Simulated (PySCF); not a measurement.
## 2p core levels of `COC(=O)[SiH3]`

C₂H₆O₂Si.
Atom-mapped SMILES: `[CH3:1][O:2][C:3](=[O:4])[SiH3:5]`

Theory: delta-SCF UKS SCAN, pcX-2 on the ionised atom, pcseg-1 elsewhere, spin-free X2C in PySCF 2.14.0. These are vertical core ionisation energies against the vacuum level, from separate self-consistent calculations with and without the core hole. The 2p values add to the ΔSCF energy of one spin-free hole a correction within the shell (spin–orbit coupling, ligand field). The splitting includes the ligand field, and 2p3/2 is the mean of two sublevels.

When a 2p electron fills a 1s hole, the emitted photon carries the energy difference of the two hole states (Kα1 from 2p3/2, Kα2 from 2p1/2), here at the ground state's geometry.

```tsv
atom	Kα1 (eV)	Kα2 (eV)	2p3/2 binding energy (eV)
Si5	1739.67	1739.05	107.12
```

Question: What are the 1s and 2p1/2 binding energies?

Answer: 1s = Kα1 + 2p3/2, and 2p1/2 = 1s − Kα2:

| atom | environment | 1s (eV) | 2p1/2 (eV) |
| --- | --- | --- | --- |
| Si5 | SiH3 silicon | 1846.79 | 107.74 |

Question: And the 1s levels of the other atoms?

Answer: C1 (methoxy carbon) 292.54 eV; C3 (carbonyl carbon) 294.02 eV; O4 (carbonyl oxygen) 537.71 eV; O2 (oxygen singly bound to a carbonyl carbon) 539.47 eV.

The structure is a single GFN2-xTB conformer in the gas phase; no vibrational or solvent corrections.

The run took 36 s wall on one thread, Arm Neoverse V1 (shared host).

Conformer computed: `[CH3:1][O:2][C:3](=[O:4])[SiH3:5]`: C1–O2–C3–O4 0°.
